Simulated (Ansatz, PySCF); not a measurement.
This Ansatz (an electronic-structure program) input computes a BLYP/def2-TZVPD energy:

Ansatz 0.2 input:
```yaml
crystal:
  periodic: [false, false, false]
  atoms:
    - {symbol: O, position_ang: [0.13525849, 1.35592352, -1.16132046]}
    - {symbol: Ge, position_ang: [-0.01988170, -0.14204225, 0.11177867]}
    - {symbol: O, position_ang: [-1.19479258, 0.69656597, 1.06633211]}
    - {symbol: O, position_ang: [-0.49452712, -1.45002421, -0.90522240]}
    - {symbol: O, position_ang: [1.60440503, -0.24695838, 0.68569350]}
    - {symbol: H, position_ang: [-0.20957433, 2.22101521, -0.88272076]}
    - {symbol: H, position_ang: [-1.05011430, 0.71509541, 2.02282787]}
    - {symbol: H, position_ang: [-1.44441328, -1.58974653, -1.02792182]}
    - {symbol: H, position_ang: [2.03819430, -1.10596587, 0.57851502]}
    - {symbol: H, position_ang: [0.89937130, 1.46089855, -1.75147962]}
basis:
  gaussian:
    orbitals: def2-TZVPD
hamiltonian:
  xc: {name: BLYP}
total_charge: 1
output: {forces: true}
```

**Question.** Write an input for the same energy in PySCF and say what it gives.

**Answer.** 
```python
from pyscf import gto, scf, dft

mol = gto.M(
    atom='''
    O     0.13525849    1.35592352   -1.16132046
    Ge   -0.01988170   -0.14204225    0.11177867
    O    -1.19479258    0.69656597    1.06633211
    O    -0.49452712   -1.45002421   -0.90522240
    O     1.60440503   -0.24695838    0.68569350
    H    -0.20957433    2.22101521   -0.88272076
    H    -1.05011430    0.71509541    2.02282787
    H    -1.44441328   -1.58974653   -1.02792182
    H     2.03819430   -1.10596587    0.57851502
    H     0.89937130    1.46089855   -1.75147962
    ''',
    basis='def2-tzvpd',
    charge=1,
    spin=0,
    verbose=4,
)

mf = dft.RKS(mol, xc='blyp').density_fit(auxbasis='def2-universal-jkfit')
mf.grids.level = 3
mf.conv_tol = 1e-9
mf.max_cycle = 100
mf.max_memory = 1500
mf.kernel()
if not mf.converged:
    mf = mf.newton()
    mf.kernel(mf.make_rdm1())
mf.analyze()
```
It gives -2380.88559 Eh, and Ansatz -2380.88546 Eh, a difference of 0.13 mEh, from the treatment of integrals and grids.

It need not be the lowest isomer of its formula.
